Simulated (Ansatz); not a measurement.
```yaml
crystal:
  periodic: [false, false, false]
  atoms:
    - {symbol: Ti, position_ang: [-0.000223, -0.000536, 0.000077]}
    - {symbol: O, position_ang: [-1.551767, 0.049967, -0.920886]}
    - {symbol: O, position_ang: [-1.442863, 1.081561, 0.069631]}
    - {symbol: O, position_ang: [1.798888, -0.129665, -0.057601]}
    - {symbol: O, position_ang: [1.195974, -1.001316, 0.908779]}
basis:
  gaussian: {orbitals: aug-cc-pVDZ}
total_charge: 1
magnetization: {spin_polarized: true, initial_magnetization: 1}
hamiltonian: {xc: {name: PBE0}, dispersion: d4}
scf: {omitted_lower_state_checks: [starts]}
output: {forces: true}
```

```sh
$ ansatz run in.yaml --threads 4 --pin off --events-out ev --progress --plain --max-ram 4787MiB
```

Output, abridged:

```
Functional definition: PBE0
1490 factors; integrals over basis functions are off by at most 1.0e-3 eV
mean field evaluation 1: about -31266.5020 eV, gradient 5.6e1 eV
mean field evaluation 2: about -30938.0836 eV, gradient 3.2e2 eV
mean field evaluation 4: about -31278.1610 eV, gradient 1.3e1 eV
mean field evaluation 8: about -31278.9242 eV, gradient 6.2e-1 eV
mean field evaluation 16: about -31279.0284 eV, gradient 7.8e-3 eV
mean field -31279.02839624 eV, -1149.4830918749 hartree, gradient 5.7e-5 eV, S^2 0.994730; 0 other end points of the search recorded, 0 dependent functions left out
reference -31279.02844128 eV, -1149.4830935299 hartree; 27, 26 occupied and 124, 125 virtual orbitals, 1490 factors
Total energy: -31279.10305963 eV, -1149.4858357038 hartree
Atom 0 at    -0.000223    -0.000536     0.000077 Å, force    -0.002240    -0.005619     0.000811 eV/Å
Atom 1 at    -1.551767     0.049967    -0.920886 Å, force    -1.037841     2.098178     1.219604 eV/Å
Atom 2 at    -1.442863     1.081561     0.069631 Å, force    -1.392886    -1.177013    -1.909579 eV/Å
Atom 3 at     1.798888    -0.129665    -0.057601 Å, force     0.263651    -1.844576     1.870990 eV/Å
Atom 4 at     1.195974    -1.001316     0.908779 Å, force     2.169315     0.929030    -1.181826 eV/Å
Dipole moment:    -0.000353    -0.000833     0.000118 e Å
Checks for a lower state left out: starts
```

It took 6 s on 4 threads of Arm Neoverse V1 on a shared host, peak host memory 0.57 GiB.

The charge 1 doublet is spin-contaminated (final ⟨S²⟩ up to 0.99, 0.75 for a pure state).

The dipole of an ion depends on the origin.
